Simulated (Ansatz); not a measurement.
Relaxation of H₄O₂SeSn (8 atoms, charge 0, multiplicity 1), to a largest force component of 0.02 eV/Å in at most 50 steps.

These are results of Ansatz 0.2.0, RKS PBE0-D4/def2-SVP, not measurements.

```xyz
8
Properties=species:S:1:pos:R:3
O -0.278 1.540 -1.315
Sn 0.006 0.360 0.195
O 1.913 -0.038 0.292
Se -1.214 -1.795 -0.158
H -1.310 1.656 -1.385
H 2.111 0.387 1.164
H 2.163 -0.559 -0.510
H -0.673 -2.360 1.144
```

Question: Where does it end, and by what steps?

Answer: It converged. The force dipped under the threshold on the way, but the program's further checks kept it going. After 19 steps the energy has fallen by 3.141 eV; Sn2 moved furthest, 0.81 Å.

```csv
step,energy less start (eV),largest force component (eV/Å),accepted
0,0.0000,5.246,yes
1,-1.4709,2.605,yes
2,-2.1977,1.550,yes
3,-2.6541,1.195,yes
4,-2.8742,0.646,yes
5,-2.9035,1.978,yes
6,-2.9852,0.944,yes
7,-3.0449,0.518,yes
8,-3.0349,0.764,no
9,-3.0821,0.397,yes
10,-3.1129,0.220,yes
11,-3.1321,0.110,yes
12,-3.1357,0.181,yes
13,-3.1097,1.331,no
14,-3.1401,0.060,yes
15,-3.1406,0.026,yes
16,-3.1406,0.078,no
17,-3.1408,0.009,yes
18,-3.1409,0.028,yes
19,-3.1410,0.006,yes
```

```xyz
8
Properties=species:S:1:pos:R:3
O -0.718 1.748 -0.979
Sn -0.429 0.778 0.742
O 1.890 0.164 0.106
Se -0.724 -1.675 -0.301
H -0.767 1.205 -1.774
H 2.505 -0.016 0.828
H 1.605 -0.712 -0.225
H -0.642 -2.301 1.029
```

Whether the end is a true minimum wasn't checked by a vibrational analysis.

The run took 50 s on 2 threads of AMD EPYC 9R14 (Zen 4), with other jobs on the host, peak memory 0.28 GiB.
